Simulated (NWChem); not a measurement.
System meant: CH3CdFO; SMILES C[O][Cd][F]

Here is an NWChem input.

```
start job
memory heap 200 mb stack 900 mb global 1100 mb
geometry units angstroms noautoz
  Cd    -0.510278    -0.483682    -0.009871
  F     -1.194232    -2.282499     0.001850
  O      0.329565     1.284937    -0.004152
  C     -0.395262     2.474432     0.002984
  H     -1.036552     2.605379     0.898933
  H      0.318523     3.319168     0.001561
  H     -1.046072     2.610865    -0.885215
end
basis spherical
  * library def2-svp
end
ecp
  Cd library def2-ecp
end
dft
  odft
  mult 2
  xc xpbe96 cpbe96
  iterations 150
  mulliken
end
task dft energy
```

End of the output:

```
 Summary of "ao basis" -> "" (spherical)
 ------------------------------------------------------------------------------
       Tag                 Description            Shells   Functions and Types
 ---------------- ------------------------------  ------  ---------------------
 *                          def2-svp                  on all atoms

 Summary of "ao basis" -> "ao basis" (spherical)
 ------------------------------------------------------------------------------
       Tag                 Description            Shells   Functions and Types
 ---------------- ------------------------------  ------  ---------------------
 Cd                         def2-svp                11       31   5s3p2d1f
 F                          def2-svp                 6       14   3s2p1d
 O                          def2-svp                 6       14   3s2p1d
 C                          def2-svp                 6       14   3s2p1d
 H                          def2-svp                 3        5   2s1p

 Summary of "ao basis" -> "ao basis" (spherical)
 ------------------------------------------------------------------------------
       Tag                 Description            Shells   Functions and Types
 ---------------- ------------------------------  ------  ---------------------
 Cd                         def2-svp                11       31   5s3p2d1f
 F                          def2-svp                 6       14   3s2p1d
 O                          def2-svp                 6       14   3s2p1d
 C                          def2-svp                 6       14   3s2p1d
 H                          def2-svp                 3        5   2s1p

  number of electrons :                   46
  multiplicity        :                    2
 ------------------------------------------------------------------------
  no. of electrons and multiplicity not compatible                  46
 ------------------------------------------------------------------------
 ------------------------------------------------------------------------
  current input line :
    25: task dft energy
 ------------------------------------------------------------------------
 ------------------------------------------------------------------------
 There is an error in the input file
 ------------------------------------------------------------------------
 For more information see the NWChem manual at https://nwchemgit.github.io

0: no. of electrons and multiplicity not compatible:Received an Error in Communication
```

Question: Find the fault in this run and fix the input.

Answer: The input was rejected before any calculation. Cause: the multiplicity doesn't fit the number of electrons (an even count wants an odd multiplicity, and the reverse). This input runs:
```
start job
memory heap 200 mb stack 900 mb global 1100 mb
geometry units angstroms noautoz
  Cd    -0.510278    -0.483682    -0.009871
  F     -1.194232    -2.282499     0.001850
  O      0.329565     1.284937    -0.004152
  C     -0.395262     2.474432     0.002984
  H     -1.036552     2.605379     0.898933
  H      0.318523     3.319168     0.001561
  H     -1.046072     2.610865    -0.885215
end
basis spherical
  * library def2-svp
end
ecp
  Cd library def2-ecp
end
dft
  xc xpbe96 cpbe96
  iterations 150
  mulliken
end
task dft energy
```
It converges to -382.30639 Ha (PBE/def2-SVP with def2 effective core potentials on Cd).
